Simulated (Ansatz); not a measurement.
Two isomers of CH6GeOSi: A = `O[SiH]1[CH2][GeH2]1`, B = `[CH2]1[SiH2][O][GeH2]1`.

Gas-phase electronic energies from Ansatz, PBE0-D4/def2-TZVP geometries. CCSD(T)/CBS adds triple-zeta CCSD(T) − MP2 to the extrapolated MP2 energy (def2 sets, frozen cores). DFT in def2-TZVPP. B3LYP here is the variant with VWN-RPA as its local correlation; programs differ in this. For Ge outer-core shells are correlated without core-valence functions, which leaves a few kJ/mol of doubt a bond. Scalar relativity is left out up to krypton. One conformer a species, not always the lowest.

Task: Which is lower in electronic energy at CCSD(T)/CBS, and by how much? (Best estimate.)

Result: Ansatz gave: B, by 27.3 kcal/mol.

Task: Give E(B) − E(A) in kcal/mol with CCSD/def2-TZVPP, PBE-D4, CCSD(T)/def2-TZVPP, B3LYP-D4, r2SCAN-D4, PBE0-D4, B2PLYP. (Best estimate.)

Result: Ansatz gave: CCSD/def2-TZVPP -29.3, PBE-D4 -22.4, CCSD(T)/def2-TZVPP -28.7, B3LYP-D4 -26.3, r2SCAN-D4 -25.2, PBE0-D4 -24.7, B2PLYP -27.8. None reverses the order clearly.

Task: Does the order hold for the free energy at 298.15 K (harmonic terms from PBE0-D4)? (Best estimate.)

Result: Ansatz gave: Yes: G(B) − G(A) = -26.5 kcal/mol, for one conformer each.

Largest T1 diagnostic: 0.012.

In def2-TZVPP, CCSD(T) changes the Hartree–Fock value by +4.7 kcal/mol (the triples alone add +0.6 kcal/mol) and MP2 by +3.6 kcal/mol. From BLYP to BHLYP (50 % exact exchange), in def2-TZVPP and without D4, E(B) − E(A) moves by −5.0 kcal/mol.
